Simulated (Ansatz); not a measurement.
Input file for Ansatz (an electronic-structure program): R-CCSD(T)/cc-pV(D+d)Z on CH4 (SMILES C). The basis file is the Basis Set Exchange's JSON of that set.

Ansatz 0.2 input:
```yaml
crystal:
  periodic: [false, false, false]
  atoms:
    - {symbol: C, position_ang: [0.00000000, 0.00000000, -0.00000000]}
    - {symbol: H, position_ang: [0.62892441, 0.62892441, 0.62892441]}
    - {symbol: H, position_ang: [-0.62892441, -0.62892441, 0.62892441]}
    - {symbol: H, position_ang: [0.62892442, -0.62892442, -0.62892441]}
    - {symbol: H, position_ang: [-0.62892442, 0.62892442, -0.62892441]}
basis:
  gaussian:
    orbitals: cc-pV_D+d_Z.json
magnetization: {spin_polarized: false}
correlation: {method: ccsd_t, electrons: outside_noble_gas}
scf: {lower_state_search: off}
```

Task: Give the final energy of this run.

Result: -40.3871 hartree (reference determinant -40.1987, T1 diagnostic 0.005).
